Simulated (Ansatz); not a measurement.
The inner images of a band of ClH + F6W (9 atoms, charge 0, multiplicity 1) are given out of order.

Computed with Ansatz, RKS LDA/def2-SVP.

First end point:

```xyz
9
Properties=species:S:1:pos:R:3
W -0.121 -0.122 -0.161
F 0.067 0.086 1.677
F 1.707 -0.138 -0.334
F -0.154 1.704 -0.351
F -1.950 -0.129 0.046
F -0.112 -1.949 0.064
F -0.312 -0.333 -1.974
Cl 2.186 2.249 1.901
H 1.331 1.384 2.370
```

Last end point:

```xyz
9
Properties=species:S:1:pos:R:3
W 0.314 0.318 -0.365
F -0.229 -0.199 2.865
F 1.855 0.053 -1.343
F 0.042 1.843 -1.364
F -1.266 0.635 0.513
F 0.639 -1.250 0.533
F -0.624 -0.645 -1.626
Cl 1.487 1.522 1.198
H 0.425 0.476 2.825
```

Put them in order from the first end to the last, with their energies above the first end.
A.
```xyz
9
Properties=species:S:1:pos:R:3
W 0.001 -0.160 -0.201
F 0.581 -0.235 1.559
F 1.782 -0.414 -0.595
F 0.200 1.623 -0.584
F -1.656 0.323 0.436
F -0.487 -1.929 -0.038
F -0.421 -0.419 -1.972
Cl 1.281 2.579 2.059
H 1.362 1.385 2.575
```
B.
```xyz
9
Properties=species:S:1:pos:R:3
W 0.182 0.223 -0.106
F 0.551 -0.380 1.982
F 2.004 -0.052 -0.182
F 0.535 1.601 -1.282
F -1.429 0.492 0.744
F 0.159 -1.618 0.018
F -0.850 -0.208 -1.577
Cl 0.783 2.104 1.369
H 0.708 0.589 2.272
```
C.
```xyz
9
Properties=species:S:1:pos:R:3
W 0.060 -0.064 -0.115
F 0.659 -0.761 1.503
F 1.889 0.130 -0.320
F -0.131 1.586 -0.930
F -1.405 0.584 0.809
F -0.942 -1.620 -0.113
F 0.169 -0.628 -1.873
Cl 0.954 2.142 1.654
H 1.390 1.382 2.624
```
D.
```xyz
9
Properties=species:S:1:pos:R:3
W 0.264 0.262 -0.143
F 0.002 -0.246 2.360
F 1.917 0.012 -0.931
F 0.121 1.751 -1.231
F -1.404 0.658 0.529
F 0.437 -1.497 0.373
F -0.567 -0.497 -1.609
Cl 1.391 1.765 1.269
H 0.480 0.544 2.621
```
E.
```xyz
9
Properties=species:S:1:pos:R:3
W 0.142 0.244 -0.100
F 0.577 -0.403 1.966
F 1.935 -0.173 -0.126
F -0.289 1.777 -1.035
F -1.455 0.569 0.765
F -0.388 -1.511 0.103
F 0.156 -0.318 -1.860
Cl 1.035 2.047 1.310
H 0.929 0.520 2.215
```

A (+0.10 eV), C (+0.21 eV), E (+0.27 eV), B (+0.28 eV), D (+0.61 eV).

Run time: 6.1 min on 4 threads of Arm Neoverse V1, on a shared host, peak memory 0.24 GiB.
